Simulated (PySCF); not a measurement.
What binds RbCl: the parts of the energy along the bond

State: ¹Σ⁺, singlet, closed shell. RHF-based CCSD(T) in PySCF 2.14 with Rb cc-pwCVDZ-X2C, Cl aug-cc-pVDZ-DK and Rb cc-pwCVTZ-X2C, Cl aug-cc-pVTZ-DK (frozen core orbitals: 19; spin-free X2C with a Gaussian nucleus). Correlation energies are extrapolated as n⁻³ (n = 2, 3), Hartree–Fock as (n+1)·exp(−9√n). CV is the change on freezing 15 orbitals instead, in Rb cc-pwCVTZ-X2C, Cl cc-pCVTZ-DK. All energies in eV from Rb + Cl.

```
 R (Å)  HF/CBS  CCSD corr.      (T)       CV   total
2.4505  -2.613      -1.140  -0.1149  -0.0123  -3.880
2.5619  -2.953      -1.076  -0.1091  -0.0101  -4.149
2.6733  -3.145      -1.024  -0.1045  -0.0084  -4.282
2.7847  -3.233      -0.980  -0.1009  -0.0071  -4.322
2.8961  -3.248      -0.945  -0.0980  -0.0062  -4.298
3.0353  -3.200      -0.910  -0.0952  -0.0052  -4.211
3.1746  -3.104      -0.883  -0.0931  -0.0046  -4.085
```

A fit to the total gives Re = 2.7914 Å, De = 4.322 eV, ωe = 232.7 cm⁻¹, Be = 0.08735 cm⁻¹ (masses 84.9118 and 34.9689 u).

Q: At R = 2.7847 Å the CCSD correlation energy is -0.281033 hartree in the smaller basis and -0.401240 in the larger. Extrapolate it.

A: (3³·E3 − 2³·E2)/(3³ − 2³) = -0.45185 hartree; the larger basis holds 88.8 % of it.

The T1 diagnostic is 0.008. The open-shell atoms are computed with UHF. Spin–orbit coupling, excitations beyond (T) and corrections to the Born–Oppenheimer picture are left out.
